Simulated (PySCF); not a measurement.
Compound: C3H3ClN2Si.
Numbering: `[N:1]#[C:2][SiH:3]([C:4]#[N:5])[CH2:6][Cl:7]` (hydrogens: H8 on Si3; H9, H10 on C6)

Torsions of this conformer, `[N:1]#[C:2][SiH:3]([C:4]#[N:5])[CH2:6][Cl:7]`: C2–Si3–C6–Cl7 64°.

The closed-shell ground state was solved at several levels (PySCF, density fitting, gas phase, non-relativistic). Isolated species at its PBE0-D3(BJ)/def2-SVP geometry (one conformer only).

```json
{"level": "PBE0/cc-pVDZ", "basis functions": "121", "total energy (Eh)": "-974.7749", "HOMO (eV)": "-9.01", "LUMO (eV)": "-1.57", "gap (eV)": "7.44", "dipole (D)": "3.28"}
{"level": "PBE0/aug-cc-pVDZ", "basis functions": "196", "total energy (Eh)": "-974.7925", "HOMO (eV)": "-9.17", "LUMO (eV)": "-1.84", "gap (eV)": "7.33", "dipole (D)": "3.53"}
{"level": "PBE0/6-31G*", "basis functions": "112", "total energy (Eh)": "-974.7186", "HOMO (eV)": "-9.03", "LUMO (eV)": "-1.60", "gap (eV)": "7.43", "dipole (D)": "3.24"}
{"level": "PBE0/pcSseg-2", "basis functions": "308", "total energy (Eh)": "-974.8823", "HOMO (eV)": "-9.17", "LUMO (eV)": "-1.90", "gap (eV)": "7.27", "dipole (D)": "3.47"}
{"level": "PBE0/def2-SVP", "basis functions": "121", "total energy (Eh)": "-974.3511", "HOMO (eV)": "-8.98", "LUMO (eV)": "-1.64", "gap (eV)": "7.34", "dipole (D)": "3.37"}
{"level": "PBE0/pcSseg-0", "basis functions": "77", "total energy (Eh)": "-973.3753", "HOMO (eV)": "-9.26", "LUMO (eV)": "-1.77", "gap (eV)": "7.49", "dipole (D)": "3.43"}
{"level": "PBE0/cc-pVTZ", "basis functions": "260", "total energy (Eh)": "-974.8693", "HOMO (eV)": "-9.12", "LUMO (eV)": "-1.80", "gap (eV)": "7.32", "dipole (D)": "3.45"}
{"level": "PBE0/IGLO-III", "basis functions": "293", "total energy (Eh)": "-974.8681", "HOMO (eV)": "-9.11", "LUMO (eV)": "-1.88", "gap (eV)": "7.23", "dipole (D)": "3.61"}
{"level": "PBE0/6-311+G(2d,p)", "basis functions": "223", "total energy (Eh)": "-974.8467", "HOMO (eV)": "-9.18", "LUMO (eV)": "-1.94", "gap (eV)": "7.24", "dipole (D)": "3.52"}
```

Question: Estimate the row for PBE0/def2-TZVP, a basis of 247 functions; the other rows only guide the guess.

Answer: Total energy -974.8695 Eh, HOMO -9.13 eV, LUMO -1.87 eV, gap 7.26 eV, dipole 3.50 D.

Question: How much does the basis alone move the frontier levels among the 10 PBE0 rows (the withheld one included)?

Answer: The HOMO by 0.28 eV and the LUMO by 0.37 eV. By rising basis size (HOMO, LUMO in eV): pcSseg-0 -9.26, -1.77; 6-31G* -9.03, -1.60; cc-pVDZ -9.01, -1.57; def2-SVP -8.98, -1.64; aug-cc-pVDZ -9.17, -1.84; 6-311+G(2d,p) -9.18, -1.94; def2-TZVP -9.13, -1.87; cc-pVTZ -9.12, -1.80; IGLO-III -9.11, -1.88; pcSseg-2 -9.17, -1.90.

Question: How far do the dipole and the HOMO energy spread over the levels?

Answer: The dipole runs from 3.24 to 3.61 D (mean 3.44 D) and the HOMO from -9.26 to -8.98 eV.
